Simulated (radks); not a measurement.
The numbers below are computed, except where a source is named.
Fractional charge and spin in the 1s shell of lithium: the spin-up occupation runs from 0 to 1 and the spin-down occupation from 0 to 1; the fullest corner is Li+, 1s(up 1, down 1). Level of theory: scalar-relativistic Kohn-Sham, LDA (Slater exchange, Perdew-Wang correlation), spin-polarised, spherical densities, finite nucleus; Fermi nuclear charge, rms radius of each element as measured or else 0.836 A^(1/3) + 0.57 fm (a radial shooting solver on a logarithmic mesh with Libxc functionals). Energy (eV) above the fullest corner. The planes named below are the two flat planes that join the four corners, with an edge along up + down = one added electron.

down \ up,0,0.5,1
0,194.370,130.376,74.568
0.5,130.376,78.138,33.728
1,74.568,33.728,0.000

Corners above the fullest one (they belong to Li2+ and the next ion): (up 1, down 0) 74.568 eV, (up 0, down 1) 74.568 eV, (up 0, down 0) 194.37 eV. With half an added electron in each spin the energy lies 3.571 eV from the planes (fractional-spin error, the static-correlation error of a stretched bond), and with half an added electron in spin up alone -4.093 eV (fractional-charge error). For a frontier s shell over closed shells the exact functional lies on the planes.
